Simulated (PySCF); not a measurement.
1-chloro-3-methylbuta-1,2-diene (C5H7Cl), SMILES CC(C)=C=CCl.

Coordinates come from a r2SCAN-D4/def2-SVP optimisation.

Two levels are set side by side: TDDFT-PBE/def2-SVPD (PySCF) and TDDFT-PBE0/def2-SVPD (PySCF). Vertical, same geometry. The lowest singlet is HOMO→LUMO 99 % with PBE and HOMO→LUMO 98 % with the other functional; states are paired by order. Differences are taken from unrounded values.

```
quantity                               TDDFT-PBE0
-------------------------------------  ----------
lowest singlet excitation (eV)               4.98
lowest triplet excitation (TDA) (eV)         4.06
first bright state (f over 0.05) (eV)        6.29
its oscillator strength                      0.09
```

### Question
What does TDDFT-PBE give, and how far is it from TDDFT-PBE0? (An estimate is asked for; the answer gives what the named calculation found.)

### Answer

```tsv
quantity	TDDFT-PBE	TDDFT-PBE minus TDDFT-PBE0
lowest singlet excitation (eV)	4.64	-0.34
lowest triplet excitation (TDA) (eV)	4.07	0.01
first bright state (f over 0.05) (eV)	5.74	-0.54
its oscillator strength	0.06	-0.04
```

A lower first singlet is the usual sign of a functional without exact exchange. Differences between two approximate levels are no errors against the true value.

Rough cost on one machine, each run with all the roots and properties that it gave: TDDFT-PBE0 against TDDFT-PBE about 4 times.
